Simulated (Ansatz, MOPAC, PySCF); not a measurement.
Molecule: C3H7O2 (charge +1, singlet). SMILES: C(OC)(=[OH+])C
Coordinates optimised at B3LYP-D3(BJ)/def2-TZVP (Ansatz, an electronic-structure program):
```
C
O 1 1.2623
O 1 1.2933 2 117.73
H 3 0.9725 1 113.77 2 -180.00
C 1 1.4779 2 119.20 3 180.00
H 5 1.0859 1 110.38 2 0.00
H 5 1.0936 6 109.87 1 120.72
H 5 1.0936 6 109.87 7 118.56
C 2 1.4803 1 121.62 3 0.00
H 9 1.0828 2 103.88 1 -180.00
H 9 1.0863 10 111.95 2 116.86
H 9 1.0863 10 111.95 11 126.27
```
Charge +1, spin multiplicity 1.

Unscaled harmonic wavenumbers (cm⁻¹) in rising order, each level at the stationary point that it reaches from this structure (no distance between atoms moves by over 0.3 Å); the order of modes can differ between levels, and a negative number is imaginary. B3LYP-D3(BJ)/def2-TZVP (PySCF, at the structure above): 62, 118, 208, 274, 416, 585, 604, 660, 843, 952, 1041, 1069, 1164, 1167, 1231, 1397, 1439, 1461, 1465, 1470, 1488, 1492, 1666, 3040, 3087, 3096, 3172, 3185, 3217, 3709.

AM1 (MOPAC): 45, 127, 195, 286, 406, 527, 593, 617, 984, 1044, 1054, 1149, 1159, 1222, 1313, 1328, 1329, 1339, 1345, 1375, 1432, 1714, 1779, 3002, 3010, 3061, 3074, 3104, 3130, 3286. Zero-point energy 62.9 against 64.0 kcal/mol; where all levels lie over 400 cm⁻¹, the wavenumbers are on average 0.994 times those of B3LYP-D3(BJ)/def2-TZVP.

HF/3-21G (Ansatz): 68, 82, 215, 254, 412, 625, 642, 686, 861, 975, 1151, 1201, 1213, 1262, 1296, 1531, 1568, 1582, 1614, 1629, 1633, 1645, 1797, 3202, 3262, 3272, 3346, 3380, 3412, 3830. Zero-point energy 68.1 against 64.0 kcal/mol; where all levels lie over 400 cm⁻¹, the wavenumbers are on average 1.067 times those of B3LYP-D3(BJ)/def2-TZVP.

B3LYP/6-31G* (Ansatz): 57, 105, 208, 269, 410, 579, 601, 666, 846, 955, 1048, 1076, 1168, 1177, 1237, 1420, 1455, 1479, 1487, 1490, 1509, 1509, 1691, 3059, 3113, 3121, 3196, 3216, 3248, 3672. Zero-point energy 64.4 against 64.0 kcal/mol; where all levels lie over 400 cm⁻¹, the wavenumbers are on average 1.006 times those of B3LYP-D3(BJ)/def2-TZVP.
